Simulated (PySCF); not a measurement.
A run for PySCF: R-B3LYP/LANL2DZ on CH4GeO (SMILES [CH3][Ge][OH]), a point of a torsion scan.

```python
from pyscf import gto, scf, dft, mp
from pyscf.data.elements import chemcore

mol = gto.M(
    atom='''
    C    -0.90264461   -0.08384324    0.01893298
    Ge    0.59008444    1.33168647   -0.09055908
    O     1.80296685    0.40771030   -0.98123018
    H    -0.64166803   -1.02734296   -0.46056627
    H    -1.81351048    0.29125100   -0.44960147
    H    -1.14927396   -0.29256234    1.06080212
    H     1.69682627   -0.49304682   -1.28253089
    ''',
    basis='lanl2dz',
    ecp={'Ge': 'lanl2dz'},
    charge=0, spin=0, verbose=3, max_memory=1800)
mf = dft.RKS(mol, xc='b3lyp')
mf.conv_tol = 1e-8
mf.max_cycle = 100
mf.kernel()
if not mf.converged:
    mf = mf.newton().run(mf.mo_coeff, mf.mo_occ)
```

Program output:

```
converged SCF energy = -119.50775677567
```

Self-consistency was reached.

Cost: around 2.9 core-seconds (rough).
